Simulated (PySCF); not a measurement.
Compound: C5H6ClPS.
Geometry (PBE0-D3(BJ)/def2-SVP, Å), atoms numbered from 1 in this order:
```
atom  x, y, z in Å
C1    -1.986   -0.596    0.432
C2    -1.189    0.215   -0.585
C3     0.293    0.199   -0.317
C4     0.947    1.248    0.267
S5     2.625    1.071    0.562
C6     2.724   -0.521   -0.077
Cl7    4.268   -1.274   -0.066
P8     1.288   -1.236   -0.696
H9    -1.660   -1.648    0.443
H10   -1.848   -0.196    1.449
H11   -3.061   -0.578    0.198
H12   -1.381   -0.177   -1.598
H13   -1.539    1.260   -0.590
H14    0.487    2.195    0.560
```

Level: PBE0/pcSseg-1 and CAM-B3LYP/def2-SVPD in PySCF, non-relativistic, on one gas-phase PBE0-D3(BJ)/def2-SVP geometry that isn't relaxed in the solvent. The solvent is an IEF-PCM continuum (cavity from Bondi-type radii × 1.2). The model holds no explicit solvent molecules, cavitation or dispersion.

Gas phase at PBE0/pcSseg-1: HOMO -6.87 eV, LUMO -1.62 eV, dipole 2.51 D.

**Question.** What does the continuum do to the energy, the frontier levels and the dipole at PBE0/pcSseg-1 in chloroform and methanol?

**Answer.** 
```tsv
solvent	ε	E(solvent) − E(gas) (kJ/mol)	polarisation term (kJ/mol)	distortion of the solute (kJ/mol)	HOMO (eV)	LUMO (eV)	dipole (D)
chloroform	4.711	-8.06	-9.11	1.05	-6.87	-1.61	3.19
methanol	32.61	-11.39	-13.56	2.17	-6.89	-1.64	3.47
```

Polarisation term: ½ Σ q·V over the induced surface charges. Distortion: the rise of the solute's own energy as its density leaves the gas-phase optimum. From chloroform to methanol the lowering changes by a factor 1.41, Onsager's factor (ε − 1)/(2ε + 1) by 1.34 and ε itself by 6.9.

**Question.** Which radius a makes the point-dipole formula ΔE = −[(ε − 1)/(2ε + 1)]·μ²/a³ give the value in methanol, with the gas-phase dipole?

**Answer.** μ = 0.988 au and |ΔE| = 0.00434 Eh give a = 2.52 Å; the farthest nucleus lies 4.46 Å from the centroid of the nuclei, so such a sphere wouldn't even hold the nuclei. The formula assumes a rigid point dipole at the centre of a sphere.

**Question.** Give the dipole vector in the frame of the coordinates (D, pointing from negative to positive charge), gas and methanol.

**Answer.** Gas (-1.86, 1.63, 0.43), solvent (-2.47, 2.37, 0.59). Its length changes by +38 % and its direction by 2°.

**Question.** Which Hirshfeld charges (PBE0/pcSseg-1) respond most in chloroform (means over atoms taken as equivalent)?

**Answer.** 
```json
{"atoms": "P8", "environment": "phosphorus bonded to 2 C", "gas (e)": "+0.055", "solvent (e)": "+0.041", "change": "-0.014"}
{"atoms": "H14", "environment": "aromatic hydrogen", "gas (e)": "+0.057", "solvent (e)": "+0.068", "change": "+0.011"}
{"atoms": "Cl7", "environment": "aryl chlorine", "gas (e)": "-0.024", "solvent (e)": "-0.032", "change": "-0.008"}
{"atoms": "C6", "environment": "aromatic C–Cl carbon", "gas (e)": "-0.083", "solvent (e)": "-0.088", "change": "-0.005"}
{"atoms": "C4", "environment": "aromatic CH next to a ring sulfur", "gas (e)": "-0.084", "solvent (e)": "-0.079", "change": "+0.005"}
{"atoms": "H12/H13", "environment": "methylene hydrogen", "gas (e)": "+0.042", "solvent (e)": "+0.046", "change": "+0.004"}
{"atoms": "S5", "environment": "thiophene-type sulfur", "gas (e)": "+0.116", "solvent (e)": "+0.118", "change": "+0.002"}
{"atoms": "C2", "environment": "benzylic-type carbon", "gas (e)": "-0.067", "solvent (e)": "-0.066", "change": "+0.001"}
```

Gas phase at CAM-B3LYP/def2-SVPD: HOMO -8.01 eV, LUMO -0.63 eV, dipole 2.55 D.

**Question.** What does the continuum do to the energy, the frontier levels and the dipole at CAM-B3LYP/def2-SVPD in chloroform?

**Answer.** 
```tsv
solvent	ε	E(solvent) − E(gas) (kJ/mol)	polarisation term (kJ/mol)	distortion of the solute (kJ/mol)	HOMO (eV)	LUMO (eV)	dipole (D)
chloroform	4.711	-8.00	-9.15	1.15	-7.99	-0.61	3.28
```

**Question.** How does the static polarisability (CAM-B3LYP/def2-SVPD, frozen core, with the continuum's full static response) change?

**Answer.** 
| medium | isotropic (au) | principal values (au) | ⟨r²⟩ of the electrons (bohr²) |
| --- | --- | --- | --- |
| gas | 115.8 | 78.6, 118.0, 150.8 | 1785.8 |
| chloroform | 150.3 | 100.6, 159.6, 190.8 | 1785.4 |

The isotropic value in chloroform is 1.30 times the gas-phase one; no cavity-field correction is applied. ⟨r²⟩ is taken about the centre of nuclear charge.
